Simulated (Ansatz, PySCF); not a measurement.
Sn(H)(SH)3 (H4S3Sn), SMILES [SH][SnH]([SH])[SH]. Atoms are numbered in the order given.

```xyz
8

Sn    -0.3139     0.5491     0.0234
S     -1.7102    -0.2034    -1.8033
S     -0.9088    -0.7336     1.9863
S      1.9805     0.0247    -0.5360
H     -0.5118     2.2224     0.3000
H     -2.1093    -1.2797    -1.0891
H      0.2007    -1.4951     1.8571
H      1.5784    -0.7667    -1.5556
```
Charge 0, spin multiplicity 1.

Geometry: PBE0-D3(BJ)/def2-SVP. The structure was generated by enumeration; whether it is a known compound was not checked. The def2 effective core potentials stand for the cores of Sn; spin–orbit coupling is left out. The values are those of a single conformer.

Two levels are set side by side: PBE-D3(BJ)/def2-SVP (Ansatz, a quantum-chemistry and plane-wave program) and PBE0-D3(BJ)/def2-SVP (Ansatz). Each level has its own optimised geometry; the coordinates shown are those of the second. Frequencies come from the Hessian of PySCF at each geometry. Differences are taken from unrounded values.

```csv
quantity,PBE0-D3(BJ),PBE-D3(BJ),PBE-D3(BJ) minus PBE0-D3(BJ)
mean bond length (Å),1.860,1.879,0.019
bond Sn1–S2 (Å),2.419,2.446,0.026
bond Sn1–S3 (Å),2.419,2.446,0.026
bond Sn1–S4 (Å),2.419,2.446,0.026
bond Sn1–H5 (Å),1.707,1.726,0.019
bond S2–H6 (Å),1.352,1.364,0.012
bond S3–H7 (Å),1.352,1.364,0.012
bond S4–H8 (Å),1.352,1.364,0.012
highest harmonic wavenumber (cm⁻¹),2714,2613,-101
mean harmonic wavenumber (cm⁻¹),841,805,-35
zero-point energy (kcal/mol),21.63,20.72,-0.91
```

GGA bonds tend to be longer and softer than those of functionals with exact exchange. Differences between two approximate levels are no errors against the true value.
